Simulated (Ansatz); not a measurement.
CH₇PSSn (`PS[CH2][SnH3]`), relaxed with RKS PBE0-D4/def2-TZVP in the Gaussian-basis code of Ansatz from a PBE-D4/def2-SVP geometry. The force threshold is 0.005 eV/Å; the program also tests the step.

Total charge 0; spin multiplicity 1. Sn takes the def2 core potential.

Start:

```xyz
11

P     1.869    0.416    1.195
S     1.039   -1.335    0.262
C    -0.745   -0.905    0.331
Sn   -1.289    0.671   -1.088
H     2.905    0.688    0.229
H     2.783   -0.279    2.070
H    -1.053   -0.652    1.365
H    -1.274   -1.835    0.039
H    -1.183    0.008   -2.680
H    -0.155    1.962   -0.919
H    -2.896    1.259   -0.804
```

Task: How much energy does the relaxation release, and in how many steps? (An estimate is asked.)

Result: The calculation gave: 5.66 kJ/mol, in 9 steps.

Task: Which bonds change most? (Estimate.)

Result: Computed: P1–S2 from 2.150 to 2.107 Å; C3–Sn4 from 2.189 to 2.157 Å; P1–H6 from 1.443 to 1.419 Å; P1–H5 from 1.443 to 1.420 Å.

Task: Give the relaxed structure. (Estimate.)

Result: Computed: 
```xyz
11

P     1.845    0.390    1.201
S     1.033   -1.315    0.267
C    -0.731   -0.891    0.315
Sn   -1.269    0.661   -1.083
H     2.848    0.711    0.249
H     2.752   -0.288    2.056
H    -1.033   -0.640    1.331
H    -1.252   -1.807    0.030
H    -1.214   -0.002   -2.654
H    -0.138    1.931   -0.954
H    -2.843    1.250   -0.758
```
